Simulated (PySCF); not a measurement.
# Zn⁺: ionisation energy

Zn⁺ [Ar] 3d10 4s1 (2S) → Zn²⁺ [Ar] 3d10 (1S), as a difference of total energies. Computed with PySCF 2.14 in aug-cc-pVTZ-DK, with the spin-free X2C one-electron Hamiltonian (Gaussian nucleus). Correlated levels: valence: [Ar] frozen. The calculations carry no spin-orbit coupling.

| method | ionisation energy (eV) |
| --- | --- |
| UHF | 16.856 |
| LDA | 19.026 |
| PBE | 18.726 |
| PBE0 | 18.331 |
| r2SCAN | 18.534 |
| revPBE | 18.572 |
| M06 | 18.297 |
| B2PLYP | 18.311 |
| MN15 | 17.986 |
| MP2 (valence) | 17.899 |
| SCS-MP2 (valence) | 17.732 |

**Question.** How much does correlation contribute at MP2 (valence)?

**Answer.** 17.899 − (16.856) = 1.043 eV, measured against UHF.

Errors of the correlated levels include the incompleteness of this basis and the frozen core.

For comparison: 17.964 eV (measured; NIST Atomic Spectra Database, ionization energies).
